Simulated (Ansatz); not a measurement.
BH2I (SMILES BI) moved off its minimum; all values from Ansatz (a quantum-chemistry and plane-wave program), cores frozen in correlated methods. Elements past Kr take the def2 small-core potentials, without spin–orbit coupling.
(charge 0, multiplicity 1)
```xyz
4

B     -1.01414    -1.50265     0.18079
H     -0.60049    -2.32727     1.02165
H     -2.02906    -1.68004    -0.44571
I      0.15270     0.23450    -0.02229
```

Problem. Give the forces (eV/Å), the total energy and the dipole at CCSD(T)/def2-TZVPPD.

Solution. 
| atom | Fx | Fy | Fz |
|---|---|---|---|
| B1 | 0.051 | -1.116 | 0.889 |
| H2 | -0.467 | 0.799 | -0.915 |
| H3 | 0.459 | 0.216 | 0.148 |
| I4 | -0.043 | 0.101 | -0.122 |
Energy -322.8040 hartree, dipole 0.23 D.
